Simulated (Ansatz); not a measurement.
Mulliken charges of `F[SiH2]B[SiH3]` from r2SCAN/def2-TZVPP in Ansatz (PBE0-D4/def2-TZVP geometry).

```tsv
atom	x (Å)	y (Å)	z (Å)	charge (e)
F1	-2.182	0.965	0.116	-0.336
Si2	-0.885	1.318	-0.765	0.512
B3	0.679	0.147	-0.357	-0.027
Si4	0.678	-1.365	0.958	0.184
H5	-1.279	1.188	-2.195	-0.087
H6	-0.534	2.739	-0.487	-0.087
H7	1.662	0.351	-1.013	0.030
H8	0.155	-2.521	0.166	-0.060
H9	-0.237	-1.146	2.109	-0.058
H10	2.027	-1.727	1.471	-0.071
```

By hand: the dipole of these point charges (1 e Å = 4.8032 D).

Σ q r = (0.455, 0.105, -0.279) e Å, of length 0.544 e Å = 2.61 D.

How does the dipole of the full density compare? (Best estimate.)

Computed: (0.267, 0.033, -0.121) e Å, 1.42 D; the point charges give 1.84 times that, at 8° from its direction.

Point charges leave out the atoms' own dipoles, such as those of lone pairs, and Mulliken's split depends on the basis, so the two needn't agree.
